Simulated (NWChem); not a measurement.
System: BGeH5; SMILES [BH2][GeH3]

The following NWChem deck was run.

```
start job
memory heap 200 mb stack 900 mb global 1100 mb
geometry units angstroms noautosym nocenter noautoz
  B      0.007148    -1.726048     0.001497
  Ge     0.010008     0.332402     0.009181
  H     -1.395888     0.950770     0.137473
  H      0.911187     0.944577     1.099334
  H      0.580164     0.787352    -1.355731
  H      0.970210    -2.349044     0.379753
  H     -0.940795    -2.342946    -0.422233
end
basis spherical
  B library pcsseg-1
  Ge library pcsseg-1
  H library pcsseg-1
end
dft
  xc kt2
  iterations 150
end
property
  shielding 5 1 2 3 5 6
end
task dft property
```

The geometry was optimised at PBE0/def2-SVP.

GIAO values for the isolated, static molecule; σ is the absolute isotropic shielding, δ = σ(reference) − σ with the isolated reference molecule computed at the same levels (11B: boron trifluoride, 1H: tetramethylsilane).

Atoms are numbered as in the input.

**Question.** What results follow from this input? (KT2/pcSseg-1, GIAO.) Quantities: δ B1 (ppm); σ Ge2 (ppm); δ H3 (rotor mean) (ppm); δ H6 (ppm).

**Answer.** 
| Item | Value |
|---|---|
| δ B1 (ppm) | 107.4 |
| σ Ge2 (ppm) | 1661.9 |
| δ H3 (rotor mean) (ppm) | 3.81 |
| δ H6 (ppm) | 10.74 |
